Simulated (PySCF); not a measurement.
# Worked example: dipole moment from atomic charges

Si(Cl)3(OSiH3) (Cl3H3OSi2), SMILES [SiH3]O[Si](Cl)(Cl)Cl. Atoms are numbered in the order given.

```xyz
9

Si    -2.7031     0.2993    -0.6010
O     -1.0916     0.6279    -0.2897
Si     0.3735     0.0430     0.0753
Cl     0.9734    -1.2866    -1.3528
Cl     1.6982     1.5837     0.1653
Cl     0.3183    -0.9118     1.8785
H     -3.3030    -0.3742     0.5852
H     -2.7999    -0.5877    -1.7945
H     -3.3780     1.5981    -0.8601
```

Coordinates come from a PBE0-D3(BJ)/def2-SVP optimisation. Other conformers were not sampled.

Charges (e) from r2SCAN/def2-TZVP (PySCF):

```
atom     IAO  ESP fit
----  ------  -------
Si1    0.889    0.377
O2    -0.880   -0.116
Si3    1.273   -0.045
Cl4   -0.295   -0.010
Cl5   -0.284    0.000
Cl6   -0.295   -0.012
H7    -0.139   -0.064
H8    -0.139   -0.064
H9    -0.131   -0.067
```

The dipole moment of the full density is 1.48 D.

Q: What dipole moment does each set of point charges give, and which comes closer to that of the density?

A: 
μ = Σ q r, and 1 e Å = 4.8032 D.
IAO: Σ q r = (-0.540, -0.109, -0.105) e Å, |μ| = 2.69 D.
ESP fit: Σ q r = (-0.306, 0.016, -0.070) e Å, |μ| = 1.51 D.
ESP fit comes closer in size. Point charges leave out the atoms' own dipoles (lone pairs, polarised bonds); fits to the potential absorb them, partitions of the density don't.
